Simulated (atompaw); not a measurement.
PBEsol PAW (atompaw) dataset for lithium (Li), non-relativistic all-electron reference.

atompaw 4.2.0.5 was run on this input:

```
Li 3
GGA-PBESOL loggrid 1500 logderivrange -6 5 276
2 2 0 0 0 0
2 0 0.5
2 1 0
0 0 0
v
v
v
1
3.00 2.35 2.55 2.90
n
y
1.05
n
modrrkj vanderbiltortho besselshape
2 0 troulliermartins
0.75
1.00
3.00
3.00
PWSCFOUT
UPFDX 0.0125d0 UPFXMIN -7.d0 UPFZMESH 3.d0
END
```

Command:

```bash
atompaw < Li.input > Li.log
```

Resulting log (summary file):

```
Completed calculations for Li (AE)

 Exchange-correlation type: GGA, Perdew-Burke-Ernzerhof modified (PBEsol)

 Radial integration grid is logarithmic
 r0 =   2.3230853E-03 h =   6.9692560E-03   n =      1500 rmax =   8.0000000E+01

 Non-relativistic calculation

 AEatom converged in  20 iterations
   nz     =   3.00
   delta  =       1.914605511747E-17

 All Electron Orbital energies:
  n  l      occupancy      energy
  1  0      2.0000000E+00 -4.0600630E+00
  2  0      5.0000000E-01 -3.8569438E-01
  2  1      0.0000000E+00 -2.4021845E-01

 Total energy
   Total                    :      -14.62606476568118

 ---
 Completed calculations for Li (SC)

 Exchange-correlation type: GGA, Perdew-Burke-Ernzerhof modified (PBEsol)

 Radial integration grid is logarithmic
 r0 =   2.3230853E-03 h =   6.9692560E-03   n =      1500 rmax =   8.0000000E+01

 Non-relativistic calculation

 SCatom converged in   1 iterations
   nz     =   3.00
   delta  =       1.209125920073E-18

 Valence Electron Orbital energies:
  n  l      occupancy      energy
   1  0      2.0000000E+00 -4.0600630E+00
   2  0      5.0000000E-01 -3.8569438E-01
   2  1      0.0000000E+00 -2.4021845E-01

 Total energy
   Total                    :      -14.62606476603102
   Valence                  :      -14.62606476603105

 PAW parameters:
       lmax =            1
         rc =    3.0004496019213001
        irc =         1029
   rc_shape =    2.3504910837878472
    rc_vloc =    2.5557216787056558
    rc_core =    2.9178972386892248
   Vloc: Norm-conserving Troullier-Martins with l= 2;e=   0.0000E+00
   Projector type: modified RKKJ projectors + Vanderbilt ortho.
   Bessel compensation charge shape zeroed at   2.3505E+00

 Number of basis functions     4
 No.   n  nodes  l      Energy         Cp coeff         Occ
  1    1    0    0   -0.4060063E+01 -0.2180015E+01  0.2000000E+01
  2    2    1    0   -0.3856944E+00 -0.1295926E+03  0.5000000E+00
  3    2    0    1   -0.2402185E+00  0.4775301E+02  0.0000000E+00
  4  999    1    1    0.1050000E+01  0.4678820E+00  0.0000000E+00

 Eigenvalues of overlap operator (in the basis of projectors):
    1        3.24658233E-01
    2        1.24927262E+00
    3        4.52769663E+01
    4        6.40015785E+03

 Orbital leakage outside PAW augmentation regions
   orb  is_core?  %out_of_sphere
   1 0    F           0.01
   2 0    F          61.23
   2 1    F          69.56

 Summary of PAW energies
   Total valence energy     :    -14.62606474659577
   Smooth energy            :      5.77289501984983
   One center               :    -20.39895976644560
   Smooth kinetic           :      8.29861071466183
   Vloc energy              :     -1.00137621148648
   Smooth exch-corr         :     -2.32907826801225
   One-center xc            :     -0.97345943427564
```

The run took about 0.47 s on one core of a shared server CPU.
